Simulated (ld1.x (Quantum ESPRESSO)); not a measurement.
## Ti, RRKJ: configuration errors across variants

| Property | Result |
| --- | --- |
| Element | Ti (Z = 22) |
| Generator | ld1.x (Quantum ESPRESSO) 7.5 |
| Type | norm-conserving RRKJ (Kleinman–Bylander form) |
| Functional | BLYP |
| Relativity | fully relativistic |
| Frozen core | [Ar] |
| Valence charge | 4 |
| Reference configuration | 3d2 4s0 4p0 (charge +2) |
| Partial waves | 4p (bound, empty): rc 3.10 bohr; 3d (bound): rc 2.25 bohr; 4s (bound, empty): rc 2.00 bohr |
| Local potential | the s channel |
| Core correction | none |

Open shells are filled in proportion to 2j + 1 (rel_dist='average').

All-electron excitation energies from the reference (eV): (1) 3d2 4s2 4p0 -21.005; (2) 3d2 4s1 4p0 -13.718; (3) 3d1 4s0 4p0 26.944; (4) 3d1 4s2 4p1 -16.287; (5) 3d3 4s1 4p0 -19.891; (6) 3d1 4s2 4p0 -11.374.

Tests that are not counted but printed errors over 1 eV. “base”: 3d2 4s0 4p2 (pseudo-atom not self-consistent, printed error +2.8 eV).

A true bound ghost makes a file unfit for plane-wave use even where its test errors are small: the radial tests pick states by their node count and pass the ghost by.

Errors AE − PS in meV (a dash: test not solved or not reliable):

```tsv
change	(1)	(2)	(3)	(4)	(5)	(6)	bound ghosts
base	+341	+117	+365	+681	+192	+534	none
all radii scaled by about 0.76 (s 1.52, p 2.36, d 1.72 bohr)	+629	+242	+68	+465	–	+203	p3/2, p1/2, s (extra level of the local part)
all radii scaled by about 0.84 (s 1.68, p 2.60, d 1.88 bohr)	+445	+135	+149	+339	+287	+77	p3/2, p1/2, s (extra level of the local part)
all radii scaled by about 0.89 (s 1.78, p 2.76, d 2.00 bohr)	+338	+88	+198	+412	+217	+224	p3/2, p1/2, s (extra level of the local part)
all radii scaled by about 1.05 (s 2.10, p 3.26, d 2.38 bohr)	+337	+123	+450	+747	+189	+609	none
all radii scaled by about 1.11 (s 2.22, p 3.46, d 2.50 bohr)	+320	+121	+545	+785	+188	+653	none
all radii scaled by about 1.17 (s 2.34, p 3.64, d 2.64 bohr)	+289	+109	+653	+812	+192	+687	none
all radii scaled by about 1.25 (s 2.50, p 3.88, d 2.82 bohr)	+227	+83	+835	+838	+206	+732	none
all radii scaled by about 1.40 (s 2.80, p 4.34, d 3.16 bohr)	+84	+25	+1188	+813	+263	+769	none
```

Task: Give the same row for: all radii scaled by about 1.32 (s 2.64, p 4.08, d 2.96 bohr).

Result: +176, +62, +969, +839, +222, +753; bound ghosts: none.
